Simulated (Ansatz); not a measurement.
Relaxation of C$_{2}$H$_{12}$N$_{2}$Si$_{2}$ (18 atoms, charge 0, multiplicity 1), to a largest force component of 0.015 eV/Å in at most 40 steps.

Level of theory: RKS PBE/STO-3G in Ansatz.

```xyz
18
Properties=species:S:1:pos:R:3
C 2.216 -1.448 2.302
N 1.296 -0.517 1.537
Si 0.364 -0.967 0.168
N -0.152 0.561 -0.183
Si -1.338 0.421 -1.468
C -1.970 2.116 -1.923
H 2.622 -0.862 3.146
H 1.654 -2.243 2.684
H 3.001 -1.755 1.719
H 1.833 0.307 1.279
H 1.312 -1.440 -0.843
H -0.634 -1.906 0.623
H -0.742 0.909 0.642
H -2.499 -0.396 -0.976
H -0.691 -0.222 -2.617
H -1.173 2.755 -2.253
H -2.714 2.080 -2.726
H -2.458 2.598 -1.085
```

Problem. Where does it end, and by what steps?

Solution. The run converged. The force dipped under the threshold on the way, but the program's further checks kept it going. Limits of this set-up: minimal basis. After 27 steps the energy has fallen by 1.411 eV; H13 moved furthest, 1.84 Å. Parted: Si3–Si5.

| step | energy less start (eV) | largest force component (eV/Å) | accepted |
| --- | --- | --- | --- |
| 0 | 0.0000 | 4.373 | yes |
| 1 | -1.1466 | 1.813 | yes |
| 2 | -1.2610 | 0.385 | yes |
| 3 | -1.3141 | 0.327 | yes |
| 4 | -1.3274 | 0.290 | yes |
| 5 | -1.3470 | 0.253 | yes |
| 6 | -1.3586 | 0.109 | yes |
| 7 | -1.3650 | 0.159 | yes |
| 8 | -1.3633 | 0.370 | no |
| 9 | -1.3573 | 0.289 | no |
| 10 | -1.3684 | 0.124 | yes |
| 11 | -1.3722 | 0.079 | yes |
| 12 | -1.3734 | 0.231 | yes |
| 13 | -1.3764 | 0.122 | yes |
| 14 | -1.3791 | 0.025 | yes |
| 15 | -1.3828 | 0.039 | yes |
| 16 | -1.3866 | 0.111 | yes |
| 17 | -1.3890 | 0.101 | yes |
| 18 | -1.3928 | 0.182 | yes |
| 19 | -1.3953 | 0.173 | yes |
| 20 | -1.3990 | 0.169 | yes |
| 21 | -1.4027 | 0.072 | yes |
| 22 | -1.4071 | 0.064 | yes |
| 23 | -1.4085 | 0.147 | yes |
| 24 | -1.4102 | 0.062 | yes |
| 25 | -1.4109 | 0.015 | yes |
| 26 | -1.4112 | 0.014 | yes |
| 27 | -1.4112 | 0.014 | yes |

```xyz
18
Properties=species:S:1:pos:R:3
C 2.287 -0.752 1.982
N 1.052 -0.146 1.363
Si 0.088 -1.333 0.407
N -1.426 -0.639 -0.103
Si -1.698 0.275 -1.572
C -1.110 2.072 -1.502
H 2.809 0.013 2.597
H 1.982 -1.580 2.656
H 3.037 -1.165 1.261
H 1.405 0.622 0.720
H 0.757 -1.794 -0.813
H -0.124 -2.447 1.324
H -2.060 -0.379 0.685
H -3.130 0.286 -1.855
H -0.979 -0.404 -2.642
H -0.026 2.141 -1.310
H -1.311 2.580 -2.461
H -1.625 2.640 -0.710
```

The run took 86 s on 1 thread of Intel(R) Xeon(R) Platinum 8488C (Sapphire Rapids), with other jobs on the host, peak memory 0.15 GiB.
